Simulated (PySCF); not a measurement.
C5H8O. Atoms are numbered in the order given.

```xyz
14

C      2.2596     0.8747     0.3797
C      1.9483    -0.4084     0.1923
C      0.5655    -0.9332    -0.0419
O     -0.3727     0.1208    -0.0515
C     -1.6786    -0.2279    -0.1282
C     -2.6546     0.6591    -0.3385
H      1.4862     1.6457     0.3705
H      3.2939     1.1858     0.5458
H      2.7294    -1.1778     0.2002
H      0.5357    -1.4852    -1.0043
H      0.3098    -1.6702     0.7479
H     -1.8891    -1.2972     0.0119
H     -2.4336     1.7194    -0.4793
H     -3.6928     0.3271    -0.3616
```
Charge 0, spin multiplicity 1.

Geometry: B3LYP-D3(BJ)/def2-SVP. Other conformers were not sampled.

Method: ωB97X/def2-TZVP run with PySCF.

ESP charges are fitted to the potential on shells at 1.4 to 2.0 van der Waals radii. Atomic charges (e):

| atom | ESP fit | Mulliken | meta-Löwdin | Löwdin |
|---|---|---|---|---|
| C1 | -0.49 | -0.28 | -0.26 | -0.21 |
| C2 | -0.07 | -0.17 | -0.11 | -0.21 |
| C3 | 0.00 | 0.00 | 0.02 | -0.30 |
| O4 | -0.10 | -0.27 | -0.34 | 0.24 |
| C5 | 0.08 | 0.07 | 0.10 | -0.31 |
| C6 | -0.69 | -0.35 | -0.34 | ? |
| H7 | 0.19 | 0.15 | 0.13 | 0.13 |
| H8 | 0.20 | 0.13 | 0.12 | 0.12 |
| H9 | 0.12 | 0.13 | 0.11 | ? |
| H10 | 0.07 | 0.11 | 0.10 | ? |
| H11 | 0.07 | 0.11 | 0.10 | ? |
| H12 | 0.11 | 0.11 | 0.10 | ? |
| H13 | 0.25 | 0.13 | 0.12 | ? |
| H14 | 0.24 | 0.13 | 0.13 | ? |

**Question.** Fill in the missing entries. (Estimate from the structure and the level; the computed values follow.)

**Answer.** 
- C6, Löwdin: -0.26
- H9, Löwdin: 0.14
- H10, Löwdin: 0.13
- H11, Löwdin: 0.13
- H12, Löwdin: 0.13
- H13, Löwdin: 0.13
- H14, Löwdin: 0.13

Computed Mayer and Wiberg (Löwdin basis) orders of the bonds:
```json
[
 {"bond": "C1–C2", "Mayer": "1.95", "Wiberg": "2.19"},
 {"bond": "C2–C3", "Mayer": "1.01", "Wiberg": "1.25"},
 {"bond": "C3–O4", "Mayer": "0.95", "Wiberg": "1.41"},
 {"bond": "O4–C5", "Mayer": "1.06", "Wiberg": "1.60"},
 {"bond": "C5–C6", "Mayer": "1.88", "Wiberg": "2.20"},
 {"bond": "C1–H7", "Mayer": "0.96", "Wiberg": "0.89"},
 {"bond": "C1–H8", "Mayer": "0.97", "Wiberg": "0.89"},
 {"bond": "C2–H9", "Mayer": "0.95", "Wiberg": "0.83"},
 {"bond": "C3–H10", "Mayer": "0.95", "Wiberg": "0.86"},
 {"bond": "C3–H11", "Mayer": "0.95", "Wiberg": "0.86"},
 {"bond": "C5–H12", "Mayer": "0.94", "Wiberg": "0.84"},
 {"bond": "C6–H13", "Mayer": "0.97", "Wiberg": "0.89"},
 {"bond": "C6–H14", "Mayer": "0.97", "Wiberg": "0.89"}
]
```
